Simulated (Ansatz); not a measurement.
`[BH2][GaH][SiH3]` + H₂ → `[BH2][GaH2]` + SiH₄ at 400 K and 1 bar (hydrogenolysis of a Ga–Si bond).

Calculated with Ansatz (gas phase, PBE0-D4/def2-TZVP geometries, no zero-point term in ΔE). CBS: MP2 limit from def2 TZ/QZ plus the TZ coupled-cluster correction, frozen cores. This one scheme is used for every species. For Ga outer-core shells are correlated without core-valence functions, which leaves a few kJ/mol of doubt a bond. Scalar relativity is left out up to krypton.

| species | CCSD(T)/CBS energy (Eh) | H − E (kJ/mol) | S (J/(mol·K)) |
| --- | --- | --- | --- |
| `[BH2][GaH][SiH3]` | -2241.36260 | 164.7 | 384.2 |
| H₂ | -1.17544 | 38.0 | 139.0 |
| `[BH2][GaH2]` | -1951.07352 | 105.9 | 290.8 |
| SiH₄ | -291.46306 | 96.9 | 218.6 |

H − E and S are ideal-gas, rigid-rotor, harmonic terms from PBE0-D4/def2-TZVP. The MP2-based limit puts H₂ 0.8 mEh under its directly extrapolated value; such offsets cancel only in part. 1 Eh = 2625.50 kJ/mol, R = 8.31446 J/(mol·K).

By hand: ΔE, ΔH, ΔS and ΔG.

ΔE = (-1951.07352) + (-291.46306) − (-2241.36260) − (-1.17544) = 0.00146 Eh = 3.8 kJ/mol. Δ(H − E) = 105.9 + 96.9 − 164.7 − 38.0 = 0.1, so ΔH = 3.9 kJ/mol. ΔS = 290.8 + 218.6 − 384.2 − 139.0 = -13.8 J/(mol·K). ΔG = 3.9 − 400 × (-13.8)/1000 = 9.4 kJ/mol.

By hand: the equilibrium constant, and the temperature at which ΔG would vanish if ΔH and ΔS stayed fixed.

log₁₀ K = −ΔG/(RT ln 10) = -1.2. ΔH and −TΔS have one sign here, so there is no such temperature.

TΔS isn't small against ΔH here. A doubt of 5 kJ/mol in ΔE shifts log₁₀ K by 0.7 here. Modes under 60 cm⁻¹, often nearly free rotors, make the harmonic entropy too high. These are equilibria of isolated gas molecules and say nothing of rates. Largest T1 diagnostic: 0.014 (customary marks: 0.02 for closed shells, 0.045 for open ones).
